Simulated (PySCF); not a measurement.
# Mo²⁺: ionisation energy

Mo²⁺ [Kr] 4d4 (5D) → Mo³⁺ [Kr] 4d3 (4F), as a difference of total energies. All numbers are calculated (PySCF 2.14, the spin-free X2C one-electron Hamiltonian (Gaussian nucleus), in x2c-TZVPall (8s6p6d1f, 63 functions)). Correlated levels: valence: [Kr] frozen. The calculations carry no spin-orbit coupling.

```csv
method,ionisation energy (eV)
UHF,26.102
B3LYP,27.260
TPSS,27.197
MP2 (valence),26.527
SCS-MP2 (valence),26.244
```

**Question.** How much does correlation contribute at MP2 (valence)?

**Answer.** 26.527 − (26.102) = 0.425 eV, measured against UHF.

The reference lies between the lowest fine-structure levels, while these numbers refer to the centres of the terms.

Errors of the correlated levels include the incompleteness of this basis and the frozen core.

For comparison: 27.13 ± 0.12 eV (semi-empirical (NIST evaluation); NIST Atomic Spectra Database, ionization energies).
